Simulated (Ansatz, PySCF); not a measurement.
Constitutional and geometric isomers with formula H6OSi2. Gas-phase values, no solvent. One relaxed conformer stands for each flexible species; it need not be the lowest. Strings in code marks are SMILES.

Quantity: electronic energy of isomers of H6OSi2 relative to `[SiH3]O[SiH3]`, in kJ/mol.

Level 1: B3LYP-D3(BJ)/def2-TZVP (PySCF)
Level 2: frozen-core MP2/cc-pVQZ // B3LYP-D3(BJ)/def2-TZVP (Ansatz, a first-principles code)
Level 3: SVWN5/6-31G* // B3LYP-D3(BJ)/def2-TZVP (PySCF)
Level 4: HF/3-21G // B3LYP-D3(BJ)/def2-TZVP (PySCF)

```csv
species,level 1,level 2,level 3,level 4
`O[SiH2][SiH3]` (H–O–Si–Si torsion 59°),112.5,117.3,82.2,149.3
```
